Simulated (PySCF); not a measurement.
NMR problem set

- shielding tensors at PBE0/pcSseg-1 (GIAO)
- geometry from GFN2-xTB
- program: PySCF
- gas phase, no relativistic terms, equivalent nuclei averaged, one conformer

Referencing at the same level of theory: TMS for $^{1}$H (σ = 31.72 ppm), $^{13}$C (σ = 186.93 ppm). Where no couplings were computed, multiplicities follow the n + 1 count of equivalent neighbours, and m marks all less simple cases (inequivalent or close neighbours, rings, F or P nearby). Shifts are as computed. Against solution values, carbons near 30 ppm lie about +3 ppm off and those near 130 ppm about +5 ppm; carbons on Cl a further +6 ppm. Of 1211 compounds with measured shifts, 218 miss one by over three times the rms of a fit or turn the order of signals round; such compounds aren't used in these exercises. Carbons bonded to Cl come out too deshielded.

Task: C₅H₆N₂O. $^{1}$H NMR (400 MHz, computed): δ 7.81 (d, 1H), 7.23 (d, 1H), 4.01 (s, 3H), 3.72 (s, 1H). $^{13}$C{$^{1}$H} NMR (computed): δ 179.2, 156.6, 120.8, 63.0, 56.3. Give a structure.

Result: `InChI=1S/C5H6N2O/c1-7-5(8-2)3-4-6/h3H,1H2,2H3/b5-3-`. Rings plus π bonds: 4 (no ring in the answer). 5 carbon signals for 5 carbons: no two carbons are equivalent. Carbon types of the structure: 2 × C, 1 × CH, 1 × CH2, 1 × CH3, which accounts for all hydrogens. δC 179.2: alkene carbon bearing oxygen; an sp2 carbon further deshielded by the attached heteroatom. δC 156.6: C=N carbon. δC 120.8: nitrile carbon; typical of a nitrile. δC 63.0: β carbon of an enol-ether or enamine type C=C; the O or N lone pair pushes π density onto this β carbon and shields it.

The shifts were computed for this structure.

Task: C₇H₅Cl. $^{1}$H NMR (600 MHz, computed): δ 6.65 (m, 1H), 6.62 (m, 1H), 3.36 (s, 1H), 3.28 (m, 2H). $^{13}$C{$^{1}$H} NMR (computed): δ 155.1 (C), 143.0 (CH), 142.5 (CH), 128.4 (C), 98.0 (CH), 82.3 (C), 49.7 (CH2). What is it?

Result: SMILES C1C(C#C)=C(Cl)C=C1. Rings plus π bonds: 5 (1 ring in the answer). 7 carbon signals for 7 carbons: no two carbons are equivalent. Carbon types of the structure: 3 × C, 3 × CH, 1 × CH2, which accounts for all hydrogens. δC 155.1, 128.4: fully substituted alkene carbon; an sp2 carbon of a C=C bond. δC 143.0, 142.5: alkene CH; the olefinic region. δC 98.0: terminal alkyne carbon; the triple bond shields along its axis, which puts it between sp3 and sp2 carbons. δC 82.3: alkyne carbon; the triple bond shields along its axis, which puts it between sp3 and sp2 carbons.

This is the structure that produced the data.
